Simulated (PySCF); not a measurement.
## `O=C1C[C@@H](F)O[C@@H]1F`, C4H4F2O2

Geometry:
```json
{"atom": "O1", "x (Å)": "1.090", "y (Å)": "1.925", "z (Å)": "0.767"}
{"atom": "C2", "x (Å)": "0.571", "y (Å)": "0.905", "z (Å)": "0.441"}
{"atom": "C3", "x (Å)": "-0.896", "y (Å)": "0.577", "z (Å)": "0.304"}
{"atom": "C4", "x (Å)": "-0.874", "y (Å)": "-0.629", "z (Å)": "-0.630"}
{"atom": "F5", "x (Å)": "-1.027", "y (Å)": "-0.183", "z (Å)": "-1.927"}
{"atom": "O6", "x (Å)": "0.369", "y (Å)": "-1.240", "z (Å)": "-0.525"}
{"atom": "C7", "x (Å)": "1.296", "y (Å)": "-0.414", "z (Å)": "0.087"}
{"atom": "F8", "x (Å)": "1.688", "y (Å)": "-0.997", "z (Å)": "1.271"}
{"atom": "H9", "x (Å)": "-1.469", "y (Å)": "1.407", "z (Å)": "-0.106"}
{"atom": "H10", "x (Å)": "-1.289", "y (Å)": "0.313", "z (Å)": "1.286"}
{"atom": "H11", "x (Å)": "-1.663", "y (Å)": "-1.374", "z (Å)": "-0.477"}
{"atom": "H12", "x (Å)": "2.204", "y (Å)": "-0.290", "z (Å)": "-0.516"}
```

Method: TDDFT wB97X-D/aug-cc-pVDZ circular dichroism and optical rotation, one conformer, gas phase (PySCF). Geometry: GFN2-xTB.

Singlets 6 and 7, 14 and 15 lie within 0.01 eV of each other, so their separate moments and overlaps can depend on how they mix.

Task: What are the CIP labels of the stereocentres?

Result: C4 R, C7 R.

Task: Which excitations and rotatory strengths does the calculation give?

Result: Rotatory strengths R in 10⁻⁴⁰ esu² cm², velocity form and length form (origin at the centre of mass); f in length form.
```tsv
state	E (eV)	λ (nm)	f	R (velocity)	R (length)	main
1	4.10	303	1e-05	+0.5	+0.1	HOMO→LUMO 0.95
2	7.25	171	0.005	-1.6	-1.6	HOMO−1→LUMO 0.93
3	7.42	167	0.020	-0.2	+0.1	HOMO→LUMO+1 0.62, HOMO→LUMO+3 0.14
4	7.83	158	0.013	-12.7	-12.4	HOMO−2→LUMO 0.88
5	7.95	156	0.007	+7.9	+7.8	HOMO→LUMO+2 0.62, HOMO→LUMO+1 0.10
6	8.19	151	0.011	-11.8	-12.2	HOMO→LUMO+3 0.41, HOMO−3→LUMO 0.14
7	8.20	151	0.002	+8.6	+8.7	HOMO−3→LUMO 0.30, HOMO→LUMO+3 0.14
8	8.30	149	0.004	-2.6	-2.3	HOMO→LUMO+4 0.62, HOMO→LUMO+5 0.09
9	8.75	142	0.035	+10.7	+10.7	HOMO−4→LUMO 0.57, HOMO−6→LUMO 0.27
10	8.85	140	0.037	+11.1	+11.5	HOMO−6→LUMO 0.29, HOMO−3→LUMO 0.20
11	8.88	140	0.004	-9.4	-10.1	HOMO→LUMO+6 0.34, HOMO−6→LUMO 0.14
12	8.97	138	0.0001	+2.8	+3.0	HOMO−5→LUMO 0.42, HOMO−3→LUMO 0.14
13	9.03	137	0.100	+9.8	+9.8	HOMO→LUMO+5 0.36, HOMO→LUMO+6 0.18
14	9.16	135	0.006	+3.8	+4.2	HOMO→LUMO+7 0.29, HOMO−1→LUMO+1 0.14
15	9.17	135	0.035	-32.0	-32.5	HOMO−1→LUMO+1 0.56, HOMO→LUMO+7 0.10
16	9.33	133	0.003	-1.2	-1.0	HOMO→LUMO+9 0.29, HOMO→LUMO+7 0.27
```

For state 3 the two forms differ in sign, so the sign of R isn't settled.

Among the states computed, the strongest CD band (largest |R|) is state 15. The largest dissymmetry factor in size, g = 4R/(D+G), with D and G the electric and magnetic dipole strengths, is +0.31 for state 12 (velocity form, f = 0.0001), among bands with |R| over 0.5. The mirror image has the same energies and oscillator strengths and all R with the opposite sign.
